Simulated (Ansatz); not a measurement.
Consider the formal exchange of groups at the Si–F bond: `OCN[SiH2]F` + `FC(Br)Br` → `OCN[SiH2]Br` + `FC(F)Br`.

Gas-phase electronic energies from Ansatz, PBE0-D4/def2-TZVP geometries. CCSD(T)/CBS is the MP2 limit (def2-TZVPP, def2-QZVPP) plus CCSD(T) − MP2 in def2-TZVPP, frozen cores. DFT in def2-TZVPP. For Br outer-core shells are correlated without core-valence functions, which leaves a few kJ/mol of doubt a bond. Scalar relativity is left out up to krypton. Each species was taken in one conformer, which may not be the lowest.

`OCN[SiH2]F`:

Cartesian coordinates in Å:
```
O -0.309 -1.549 1.416
C 0.309 -0.304 1.201
N -0.382 0.540 0.267
Si 0.013 0.696 -1.379
F -0.395 -0.588 -2.255
H -0.372 -2.003 0.570
H 0.347 0.164 2.187
H 1.339 -0.427 0.842
H -1.297 0.824 0.585
H 1.483 0.800 -1.505
H -0.734 1.847 -1.930
```

`FC(Br)Br`:

```xyz
5

F     0.759    0.628    1.010
C     0.091   -0.082    0.094
Br   -1.805    0.121    0.373
Br    0.628    0.471   -1.672
H     0.327   -1.138    0.194
```

`OCN[SiH2]Br`:

```xyz
11

O    -0.425   -1.595    1.335
C     0.483   -1.070    0.400
N     0.415    0.363    0.272
Si   -0.614    1.190   -0.808
Br    0.102    1.135   -2.929
H    -0.286   -1.144    2.172
H     1.513   -1.350    0.651
H     0.226   -1.556   -0.545
H     1.178    0.863    0.695
H    -1.943    0.548   -0.829
H    -0.649    2.615   -0.412
```

`FC(F)Br`:

```xyz
5

F     0.377    0.263    1.285
C    -0.104   -0.061    0.085
F    -1.126    0.746   -0.193
Br    1.281    0.153   -1.253
H    -0.428   -1.101    0.075
```

| level | ΔE (kcal/mol) |
| --- | --- |
| PBE0-D4 | 6.6 |
| CCSD/def2-TZVPP | 9.5 |
| CCSD(T)/def2-TZVPP | 9.9 |
| MP2/def2-QZVPP | 11.6 |

(1) What does CCSD(T)/CBS give? (Best estimate.)

Largest T1 diagnostic among the species: 0.011.

Results:

(1) The calculation gave: +10.3 kcal/mol. The listed levels differ from it by -3.7, -0.8, -0.4, 1.3 kcal/mol.

From PBE to PBE0 (25 % exact exchange), in def2-TZVPP and without D4, ΔE moves by −0.9 kcal/mol. In def2-TZVPP, CCSD(T) changes the Hartree–Fock value by +4.0 kcal/mol (the triples alone add +0.4 kcal/mol) and MP2 by +5.4 kcal/mol.
